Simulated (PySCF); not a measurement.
Molfile (atoms numbered from 1):
```
C8H4N2
     RDKit          3D

 14 15  0  0  0  0  0  0  0  0999 V2000
    3.6745   -0.4789   -1.5037 N   0  0  0  0  0  0  0  0  0  0  0  0
    2.6665   -0.4850   -0.9287 C   0  0  0  0  0  0  0  0  0  0  0  0
    1.4394   -0.4468   -0.2198 C   0  0  0  0  0  0  0  0  0  0  0  0
    0.5585   -1.3781    0.1976 C   0  0  0  0  0  0  0  0  0  0  0  0
   -0.4108   -0.3549    0.7521 C   0  0  2  0  0  0  0  0  0  0  0  0
   -1.3699    0.2785   -0.2545 C   0  0  0  0  0  0  0  0  0  0  0  0
   -2.6849   -0.0811   -0.6425 C   0  0  0  0  0  0  0  0  0  0  0  0
   -3.7616   -0.4005   -0.9341 N   0  0  0  0  0  0  0  0  0  0  0  0
   -0.4880    1.2153   -0.6571 C   0  0  0  0  0  0  0  0  0  0  0  0
    0.6021    0.7312    0.2764 C   0  0  2  0  0  0  0  0  0  0  0  0
    0.5237   -2.4660    0.1197 H   0  0  0  0  0  0  0  0  0  0  0  0
   -0.7326   -0.4269    1.8002 H   0  0  0  0  0  0  0  0  0  0  0  0
   -0.5213    2.0005   -1.4141 H   0  0  0  0  0  0  0  0  0  0  0  0
    1.0660    1.4372    0.9789 H   0  0  0  0  0  0  0  0  0  0  0  0
  1  2  3  0
  2  3  1  0
  3  4  2  0
  4  5  1  0
  5  6  1  0
  6  7  1  0
  7  8  3  0
  6  9  2  0
  9 10  1  0
 10  3  1  0
 10  5  1  0
  4 11  1  0
  5 12  1  1
  9 13  1  0
 10 14  1  1
M  END
```

Level of theory: coordinates at the PBE0-D3(BJ)/def2-SVP level, HF/pcSseg-1 with gauge-including orbitals, in PySCF 2.14.0 with density-fitted response routines (non-relativistic Hamiltonian, no solvent model, averaged over atoms made equivalent by symmetry, fast rotation or ring inversion, one conformer).

Scale: TMS for ¹³C (190.85 ppm) and ¹H (31.69 ppm); NH3 for ¹⁵N (265.72 ppm) (reference shieldings calculated alike).

| atoms | nucleus | count | δ (ppm) |
| --- | --- | --- | --- |
| C3/C6 | ¹³C | 2 | 136.4 |
| C2/C7 | ¹³C | 2 | 115.8 |
| H12/H14 | ¹H | 2 | 3.84 |
| C5/C10 | ¹³C | 2 | ? |
| H11/H13 | ¹H | 2 | ? |
| C4/C9 | ¹³C | 2 | 173.1 |
| N1/N8 | ¹⁵N | 2 | 344.3 |

Fill in the missing shifts.

## Answers


- C5/C10: 45.8 ppm, allylic sp3 CH; saturated and bonded to C and H only
- H11/H13: 7.64 ppm, hydrogen on an alkene CH; attached to an sp2 carbon and in the plane of the double bond

Shifts are as computed. Against solution values, carbons near 30 ppm lie about -0 ppm off and those near 130 ppm about +7 ppm. Of 1211 compounds with measured shifts, 218 miss one by over three times the rms of a fit or turn the order of signals round; such compounds aren't used in these exercises. Experimental scales use liquid or dissolved standards, which lie at an offset from isolated NH3 (liquid NH3: subtract about 20 ppm). Unscaled 15N shifts of sp2 nitrogen come out 20 to 40 ppm too high even then.
